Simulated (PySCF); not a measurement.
C2Ti, SMILES [C]1[C][Ti]1 (connectivity only; charge and spin as stated), neutral, multiplicity 3. Atoms are numbered in the order given.

```xyz
3

Ti     0.0000     0.0000    -0.6627
C      0.0000     0.6417     1.2149
C      0.0000    -0.6417     1.2149
```
Charge 0, spin multiplicity 3.

Coordinates come from a B3LYP-D3(BJ)/def2-TZVP optimisation. The multiplicity is an assumed one; other spin states were not compared.

These are PBE/def2-TZVPD run with PySCF values and carry that method's errors.

Mulliken values depend strongly on the basis, most of all with diffuse functions as here. Atomic charges (e):

| atom | Mulliken | meta-Löwdin | Mulliken spin |
|---|---|---|---|
| Ti1 | 0.51 | 0.64 | 1.97 |
| C2 | -0.25 | -0.32 | 0.02 |
| C3 | -0.25 | -0.32 | 0.02 |
